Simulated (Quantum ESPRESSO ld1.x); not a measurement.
The numbers below are computed, except where a source is named.
One sound ld1.x (Quantum ESPRESSO 7.5) input for neutral helium gives E = -2.8344 hartree in 26 iterations:

```
 &input
    zed=2.0,
    iswitch=1,
    rel=1,
    lsd=1,
    dft='PZ',
    config='[He]',
    prefix='ld1',
    max_out_wfc=37,
    file_charge='ld1.rho',
 /
```

Changed or added lines, one case at a time, and what came of them:

- noscf=.true.: refused. The program stops in ld1_readin with "hydrogenic levels available only with lsd=0": noscf gives hydrogenic levels and needs lsd = 0.
- dx=0.003: refused. The program stops in do_mesh with "ndmx is too small": the mesh holds 3500 points at most, so dx, xmin and rmax must fit that.
- xmin=-20.0: usable despite the warning. The mesh starts very near the nucleus, where rounding noise keeps the residual above the threshold; the energy differs from the sound run by less than 1e-5 hartree.
- dft='PW91': silently wrong. The run ends normally, but in this build (ld1.x 7.5) Etot and Exc of a spin-polarised run lack the gradient corrections of exchange and correlation and come out near their LSDA values (nitrogen, PBE: -54.132 hartree against -54.536 from two other codes). The eigenvalues and orbitals are those of the GGA; the energies must not be used.
- rel=4: refused. The program stops in ld1_readin with "wrong rel": rel takes 0, 1 or 2.
- atom='He': harmless. atom and zed name the same element, and the result equals that of the sound run.
- confg=1: refused. The program stops in ld1_readin with "reading input namelist": the namelist holds a keyword that &input does not know.
